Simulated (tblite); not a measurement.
A geometry optimisation, step by step.

Species: C5H10BFO3.
Numbering: `[BH3-:1][O+:2]([CH2:3][CH:4]=[O:5])[C@H:6]([F:7])[C:8]([CH3:9])=[O:10]` (hydrogens: H11, H12, H13 on B1; H14, H15 on C3; H16 on C4; H17 on C6; H18, H19, H20 on C9)
Bond orders are those of one Lewis drawing.

Computed with GFN2-xTB (tblite), gas phase: L-BFGS steps from a force-field or distance-geometry start until the largest atomic force falls under 0.01 eV/Å. 6 of its 199 geometries are shown.

Step 0: E = -920.5579 eV, largest atomic force 4.747 eV/Å
```
atom  x, y, z in Å  |  force x, y, z in eV/Å
B1     -1.191    1.512    0.236   -2.476   3.882   1.154
O2     -0.574    0.322   -0.283    1.001  -2.139  -0.495
C3     -1.377   -0.766    0.075    0.274  -1.614  -0.396
C4     -2.761   -0.672   -0.431   -2.027   1.034  -0.881
O5     -3.226    0.229   -1.080    0.398  -0.966  -0.065
C6      0.648    0.018    0.291    0.616   0.523   1.853
F7      0.969    0.978    1.214    1.477  -1.294   0.407
C8      1.777   -0.101   -0.651    1.583   0.352  -1.621
C9      3.150   -0.432   -0.144   -0.277  -0.680   1.050
O10     1.583    0.048   -1.821   -0.320   0.004  -1.185
H11    -2.212    1.192    0.784    0.027   0.163   0.569
H12    -0.536    2.107    1.024   -0.488   0.400  -0.131
H13    -1.537    2.285   -0.604    0.334  -0.215  -0.453
H14    -1.317   -0.913    1.168   -0.672   0.095  -0.113
H15    -0.894   -1.664   -0.375   -0.468  -0.132  -0.108
H16    -3.450   -1.505   -0.166    0.512  -0.219   0.277
H17     0.568   -0.954    0.820    0.440   0.309   0.366
H18     3.269   -1.527   -0.323    0.156   0.721   0.093
H19     3.933    0.112   -0.687   -0.433  -0.221   0.256
H20     3.175   -0.259    0.949    0.345  -0.003  -0.579
```

Step 40: E = -922.2757 eV, largest atomic force 0.196 eV/Å
```
atom  x, y, z in Å  |  force x, y, z in eV/Å
B1     -1.262    1.729    0.386   -0.009   0.044   0.090
O2     -0.549    0.128    0.054   -0.052   0.076  -0.056
C3     -1.522   -0.894    0.200    0.037   0.001  -0.038
C4     -2.735   -0.637   -0.696    0.008   0.160   0.056
O5     -2.719   -0.097   -1.754    0.064  -0.116   0.080
C6      0.731   -0.194    0.499   -0.041  -0.081  -0.033
F7      1.121    0.539    1.583   -0.048   0.067  -0.112
C8      1.748   -0.078   -0.680    0.080   0.027   0.081
C9      3.179   -0.268   -0.272    0.011   0.023   0.012
O10     1.349    0.039   -1.800    0.057  -0.001   0.031
H11    -2.134    1.428    1.133   -0.004   0.061   0.008
H12    -0.387    2.354    0.857    0.080  -0.010   0.044
H13    -1.613    2.099   -0.672    0.012  -0.088  -0.037
H14    -1.834   -1.005    1.249   -0.018   0.070  -0.076
H15    -1.088   -1.841   -0.151   -0.043  -0.107   0.020
H16    -3.663   -1.045   -0.254    0.006  -0.045   0.009
H17     0.768   -1.235    0.864   -0.018  -0.175  -0.087
H18     3.409   -1.335   -0.319   -0.050   0.069   0.045
H19     3.844    0.236   -0.971   -0.083   0.026   0.021
H20     3.350    0.085    0.743    0.010  -0.002  -0.059
```

Step 79: E = -922.6793 eV, largest atomic force 0.123 eV/Å
```
atom  x, y, z in Å  |  force x, y, z in eV/Å
B1     -0.592    1.548    0.435   -0.001   0.010  -0.012
O2     -0.627   -0.078   -0.045    0.023   0.056  -0.074
C3     -1.796   -0.772    0.404   -0.016   0.062   0.002
C4     -2.811   -0.814   -0.743    0.026  -0.027   0.117
O5     -2.617   -1.387   -1.769    0.049  -0.003  -0.076
C6      0.575   -0.743    0.054    0.031   0.002   0.010
F7      0.941   -0.884    1.372    0.022  -0.006   0.011
C8      1.654    0.013   -0.776   -0.044   0.052  -0.012
C9      2.919    0.319   -0.044    0.020   0.012  -0.025
O10     1.439    0.226   -1.934    0.047  -0.041  -0.008
H11    -0.882    1.562    1.583    0.010  -0.049   0.060
H12     0.526    1.877    0.225   -0.054   0.019  -0.065
H13    -1.394    2.029   -0.283   -0.055   0.027  -0.016
H14    -2.195   -0.238    1.267   -0.053   0.004   0.063
H15    -1.544   -1.799    0.688    0.018  -0.019   0.003
H16    -3.749   -0.276   -0.533   -0.037   0.036  -0.016
H17     0.488   -1.766   -0.347   -0.004  -0.079  -0.030
H18     3.286   -0.577    0.449    0.046  -0.041   0.001
H19     3.659    0.712   -0.736   -0.019  -0.029   0.012
H20     2.716    1.056    0.729   -0.010   0.013   0.057
```

Step 119: E = -922.7539 eV, largest atomic force 0.094 eV/Å
```
atom  x, y, z in Å  |  force x, y, z in eV/Å
B1     -0.400    1.572    0.374    0.048  -0.009   0.035
O2     -0.634   -0.009   -0.130    0.000   0.026  -0.061
C3     -1.792   -0.629    0.446    0.002  -0.026   0.027
C4     -2.809   -0.912   -0.654    0.029   0.001   0.014
O5     -2.549   -1.523   -1.646    0.015   0.020  -0.039
C6      0.496   -0.810   -0.188    0.021   0.002   0.037
F7      0.820   -1.238    1.081    0.019  -0.012   0.019
C8      1.698   -0.049   -0.827   -0.077  -0.001  -0.023
C9      2.748    0.370    0.144   -0.004  -0.026  -0.025
O10     1.743    0.071   -2.017    0.009  -0.015  -0.016
H11     0.013    1.509    1.484    0.023   0.001   0.063
H12     0.375    1.978   -0.423    0.001   0.015   0.011
H13    -1.476    2.046    0.290   -0.063   0.034  -0.061
H14    -2.185    0.046    1.206   -0.046   0.037  -0.015
H15    -1.519   -1.577    0.924   -0.004  -0.010   0.031
H16    -3.813   -0.497   -0.463   -0.026  -0.037   0.010
H17     0.289   -1.720   -0.774   -0.014  -0.019  -0.034
H18     3.168   -0.519    0.614    0.036   0.009  -0.007
H19     3.524    0.927   -0.371    0.022  -0.005   0.007
H20     2.298    0.975    0.926    0.008   0.016   0.029
```

Step 158: E = -922.9005 eV, largest atomic force 0.155 eV/Å
```
atom  x, y, z in Å  |  force x, y, z in eV/Å
B1     -0.302    1.656    0.484    0.059   0.057  -0.075
O2     -0.680    0.184   -0.207   -0.019  -0.107   0.010
C3     -1.874   -0.365    0.347    0.057  -0.060   0.131
C4     -2.646   -1.253   -0.590   -0.029  -0.004   0.070
O5     -2.347   -1.524   -1.713    0.046  -0.057  -0.100
C6      0.373   -0.727   -0.284    0.006  -0.013  -0.010
F7      0.618   -1.264    0.960    0.041   0.071  -0.002
C8      1.658   -0.053   -0.855    0.021  -0.007   0.014
C9      2.736    0.250    0.138   -0.009   0.005  -0.006
O10     1.753    0.095   -2.040   -0.055   0.023  -0.016
H11    -0.012    1.443    1.614   -0.018  -0.015   0.061
H12     0.600    2.030   -0.188   -0.043   0.021  -0.009
H13    -1.299    2.279    0.340    0.032   0.009   0.016
H14    -2.494    0.489    0.634    0.009  -0.014  -0.036
H15    -1.649   -0.938    1.260   -0.026   0.075   0.038
H16    -3.556   -1.656   -0.099    0.007   0.029  -0.071
H17     0.092   -1.577   -0.930    0.002   0.061  -0.009
H18     3.242   -0.676    0.417   -0.089  -0.004  -0.013
H19     3.459    0.916   -0.326   -0.002  -0.013   0.028
H20     2.323    0.702    1.036    0.009  -0.057  -0.021
```

Step 198: E = -922.9417 eV, largest atomic force 0.010 eV/Å
```
atom  x, y, z in Å  |  force x, y, z in eV/Å
B1     -0.339    1.689    0.557   -0.001  -0.006   0.002
O2     -0.705    0.240   -0.222   -0.002   0.002  -0.002
C3     -1.915   -0.310    0.290   -0.003   0.000  -0.004
C4     -2.526   -1.399   -0.551    0.005  -0.004   0.008
O5     -2.058   -1.887   -1.537   -0.001   0.007   0.003
C6      0.363   -0.653   -0.274   -0.004  -0.001   0.003
F7      0.618   -1.146    0.984    0.002  -0.002  -0.001
C8      1.619    0.044   -0.870   -0.002  -0.004  -0.007
C9      2.772    0.158    0.072   -0.002   0.000  -0.002
O10     1.624    0.343   -2.030    0.000   0.000   0.007
H11    -0.131    1.411    1.692    0.001   0.002   0.001
H12     0.608    2.076   -0.038   -0.003  -0.001   0.000
H13    -1.314    2.336    0.384    0.004   0.002  -0.001
H14    -2.612    0.532    0.348    0.003  -0.006   0.000
H15    -1.767   -0.687    1.314   -0.005   0.002  -0.005
H16    -3.501   -1.727   -0.139   -0.003  -0.001  -0.002
H17     0.105   -1.521   -0.902    0.004   0.004  -0.002
H18     3.141   -0.843    0.295   -0.002  -0.004   0.003
H19     3.563    0.745   -0.384    0.002   0.003  -0.002
H20     2.450    0.610    1.007    0.005   0.004   0.001
```

Q: Summarise the path.

A: The energy falls by 54.97 kcal/mol from step 0 to step 198; nine tenths of that is first reached at step 89. It rises by more than 0.2 meV at steps 31, 133 and 141. The largest force goes from 4.747 to 0.010 eV/Å. Among the bonds B1–O2 changes most, from 1.437 to 1.685 Å; the atoms move by 1.384 Å rms after alignment.

Q: Follow the three bonds and two angles with the largest change from start to end.

A: 
```json
{"step": "0", "E above end (kcal/mol)": "54.97", "largest force (eV/Å)": "4.747", "B1–O2 (Å)": "1.437", "C6–C8 (Å)": "1.475", "C3–C4 (Å)": "1.477", "O2–B1–H12 (°)": "114.7", "C3–O2–C6 (°)": "103.3"}
{"step": "9", "E above end (kcal/mol)": "20.53", "largest force (eV/Å)": "0.418", "B1–O2 (Å)": "1.818", "C6–C8 (Å)": "1.554", "C3–C4 (Å)": "1.513", "O2–B1–H12 (°)": "103.7", "C3–O2–C6 (°)": "110.3"}
{"step": "17", "E above end (kcal/mol)": "18.71", "largest force (eV/Å)": "0.177", "B1–O2 (Å)": "1.887", "C6–C8 (Å)": "1.559", "C3–C4 (Å)": "1.521", "O2–B1–H12 (°)": "104.7", "C3–O2–C6 (°)": "111.9"}
{"step": "26", "E above end (kcal/mol)": "17.56", "largest force (eV/Å)": "0.171", "B1–O2 (Å)": "1.911", "C6–C8 (Å)": "1.556", "C3–C4 (Å)": "1.519", "O2–B1–H12 (°)": "105.1", "C3–O2–C6 (°)": "111.4"}
{"step": "34", "E above end (kcal/mol)": "16.48", "largest force (eV/Å)": "0.213", "B1–O2 (Å)": "1.925", "C6–C8 (Å)": "1.554", "C3–C4 (Å)": "1.517", "O2–B1–H12 (°)": "101.9", "C3–O2–C6 (°)": "112.6"}
{"step": "43", "E above end (kcal/mol)": "14.98", "largest force (eV/Å)": "0.260", "B1–O2 (Å)": "1.753", "C6–C8 (Å)": "1.560", "C3–C4 (Å)": "1.526", "O2–B1–H12 (°)": "105.7", "C3–O2–C6 (°)": "116.0"}
{"step": "52", "E above end (kcal/mol)": "13.37", "largest force (eV/Å)": "0.636", "B1–O2 (Å)": "1.757", "C6–C8 (Å)": "1.565", "C3–C4 (Å)": "1.529", "O2–B1–H12 (°)": "104.4", "C3–O2–C6 (°)": "119.7"}
{"step": "60", "E above end (kcal/mol)": "10.35", "largest force (eV/Å)": "0.516", "B1–O2 (Å)": "1.719", "C6–C8 (Å)": "1.566", "C3–C4 (Å)": "1.533", "O2–B1–H12 (°)": "102.8", "C3–O2–C6 (°)": "121.0"}
{"step": "69", "E above end (kcal/mol)": "7.20", "largest force (eV/Å)": "0.459", "B1–O2 (Å)": "1.680", "C6–C8 (Å)": "1.556", "C3–C4 (Å)": "1.526", "O2–B1–H12 (°)": "104.6", "C3–O2–C6 (°)": "118.6"}
{"step": "77", "E above end (kcal/mol)": "6.18", "largest force (eV/Å)": "0.123", "B1–O2 (Å)": "1.697", "C6–C8 (Å)": "1.555", "C3–C4 (Å)": "1.531", "O2–B1–H12 (°)": "103.4", "C3–O2–C6 (°)": "117.3"}
{"step": "86", "E above end (kcal/mol)": "5.72", "largest force (eV/Å)": "0.142", "B1–O2 (Å)": "1.695", "C6–C8 (Å)": "1.555", "C3–C4 (Å)": "1.528", "O2–B1–H12 (°)": "103.3", "C3–O2–C6 (°)": "115.4"}
{"step": "95", "E above end (kcal/mol)": "4.97", "largest force (eV/Å)": "0.124", "B1–O2 (Å)": "1.676", "C6–C8 (Å)": "1.560", "C3–C4 (Å)": "1.529", "O2–B1–H12 (°)": "102.3", "C3–O2–C6 (°)": "115.6"}
{"step": "103", "E above end (kcal/mol)": "4.64", "largest force (eV/Å)": "0.082", "B1–O2 (Å)": "1.682", "C6–C8 (Å)": "1.558", "C3–C4 (Å)": "1.526", "O2–B1–H12 (°)": "102.7", "C3–O2–C6 (°)": "115.3"}
{"step": "112", "E above end (kcal/mol)": "4.47", "largest force (eV/Å)": "0.096", "B1–O2 (Å)": "1.691", "C6–C8 (Å)": "1.558", "C3–C4 (Å)": "1.525", "O2–B1–H12 (°)": "103.1", "C3–O2–C6 (°)": "115.3"}
{"step": "121", "E above end (kcal/mol)": "4.24", "largest force (eV/Å)": "0.170", "B1–O2 (Å)": "1.680", "C6–C8 (Å)": "1.558", "C3–C4 (Å)": "1.522", "O2–B1–H12 (°)": "101.7", "C3–O2–C6 (°)": "115.1"}
{"step": "129", "E above end (kcal/mol)": "3.35", "largest force (eV/Å)": "0.241", "B1–O2 (Å)": "1.687", "C6–C8 (Å)": "1.557", "C3–C4 (Å)": "1.522", "O2–B1–H12 (°)": "101.3", "C3–O2–C6 (°)": "115.2"}
{"step": "138", "E above end (kcal/mol)": "2.29", "largest force (eV/Å)": "0.157", "B1–O2 (Å)": "1.682", "C6–C8 (Å)": "1.556", "C3–C4 (Å)": "1.511", "O2–B1–H12 (°)": "101.5", "C3–O2–C6 (°)": "114.9"}
{"step": "146", "E above end (kcal/mol)": "1.54", "largest force (eV/Å)": "0.098", "B1–O2 (Å)": "1.687", "C6–C8 (Å)": "1.556", "C3–C4 (Å)": "1.513", "O2–B1–H12 (°)": "102.8", "C3–O2–C6 (°)": "114.3"}
{"step": "155", "E above end (kcal/mol)": "1.12", "largest force (eV/Å)": "0.096", "B1–O2 (Å)": "1.676", "C6–C8 (Å)": "1.560", "C3–C4 (Å)": "1.508", "O2–B1–H12 (°)": "102.5", "C3–O2–C6 (°)": "113.8"}
{"step": "164", "E above end (kcal/mol)": "0.49", "largest force (eV/Å)": "0.469", "B1–O2 (Å)": "1.684", "C6–C8 (Å)": "1.555", "C3–C4 (Å)": "1.511", "O2–B1–H12 (°)": "103.7", "C3–O2–C6 (°)": "114.6"}
{"step": "172", "E above end (kcal/mol)": "0.17", "largest force (eV/Å)": "0.063", "B1–O2 (Å)": "1.679", "C6–C8 (Å)": "1.557", "C3–C4 (Å)": "1.507", "O2–B1–H12 (°)": "103.0", "C3–O2–C6 (°)": "114.5"}
{"step": "181", "E above end (kcal/mol)": "0.09", "largest force (eV/Å)": "0.031", "B1–O2 (Å)": "1.679", "C6–C8 (Å)": "1.555", "C3–C4 (Å)": "1.506", "O2–B1–H12 (°)": "102.9", "C3–O2–C6 (°)": "114.3"}
{"step": "189", "E above end (kcal/mol)": "0.04", "largest force (eV/Å)": "0.045", "B1–O2 (Å)": "1.684", "C6–C8 (Å)": "1.555", "C3–C4 (Å)": "1.505", "O2–B1–H12 (°)": "103.3", "C3–O2–C6 (°)": "114.4"}
{"step": "198", "E above end (kcal/mol)": "0.00", "largest force (eV/Å)": "0.010", "B1–O2 (Å)": "1.685", "C6–C8 (Å)": "1.555", "C3–C4 (Å)": "1.506", "O2–B1–H12 (°)": "102.9", "C3–O2–C6 (°)": "114.6"}
```

What follows is the cost of the whole relaxation. Time: 1.6 s. Hardware: one thread, Arm Neoverse V1 (aarch64), shared host with 32 logical CPUs at a one-minute load of 24.
